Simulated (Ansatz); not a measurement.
Consider the formal hydrolysis of a Ge–C bond: `[BH2][GeH]([CH3])[CH3]` + H₂O → `[BH2][GeH]([CH3])[OH]` + CH₄.

Calculated with Ansatz (gas phase, PBE0-D4/def2-TZVP geometries, no zero-point term in ΔE). CBS: MP2 limit from def2 TZ/QZ plus the TZ coupled-cluster correction, frozen cores. This one scheme is used for every species. Functionals use def2-TZVPP. B3LYP here is the variant with VWN-RPA as its local correlation; programs differ in this. For Ge outer-core shells are correlated without core-valence functions, which leaves a few kJ/mol of doubt a bond. Scalar relativity is left out up to krypton. Each species was taken in one conformer, which may not be the lowest.

| species | B3LYP-D4 energy (Eh) |
| --- | --- |
| `[BH2][GeH]([CH3])[CH3]` | -2183.56610 |
| H₂O | -76.46698 |
| `[BH2][GeH]([CH3])[OH]` | -2219.51290 |
| CH₄ | -40.54051 |

(1) Work out ΔE.

Largest T1 diagnostic among the species: 0.011.

Results:

(1) ΔE = (-2219.51290) + (-40.54051) − (-2183.56610) − (-76.46698) = -0.02033 Eh = -53.4 kJ/mol. CCSD(T)/CBS gives -43.9 kJ/mol.

In def2-TZVPP, CCSD(T) changes the Hartree–Fock value by +18.2 kJ/mol (the triples alone add +1.0 kJ/mol) and MP2 by +18.9 kJ/mol. The D4 term adds +3.6 kJ/mol with B3LYP and +2.1 kJ/mol with PBE0; it sums over pairs of atoms, weighted by their polarisabilities, and B3LYP, whose exchange is more repulsive, gets the larger term.
